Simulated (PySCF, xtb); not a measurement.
Ge(Cl)(OH) (ClGeHO), SMILES [OH][Ge][Cl] (connectivity only; charge and spin as stated), neutral, multiplicity 1. The values are those of a single conformer.

Harmonic wavenumbers (cm⁻¹) from xtb 6.7.1 with GFN2-xTB at its own minimum, in rising order: 197, 342, 373, 507, 561, 3672.

Q: What does ωB97X-D3(BJ)/def2-TZVP in PySCF 2.14.0 give at its own minimum? (The exact figures need the calculation; the answer reports its results.)

A: 224, 409, 458, 706, 843, 3869. Paired by order, the mean absolute difference is 143 cm⁻¹ and the zero-point energies are 8.1 and 9.3 kcal/mol.
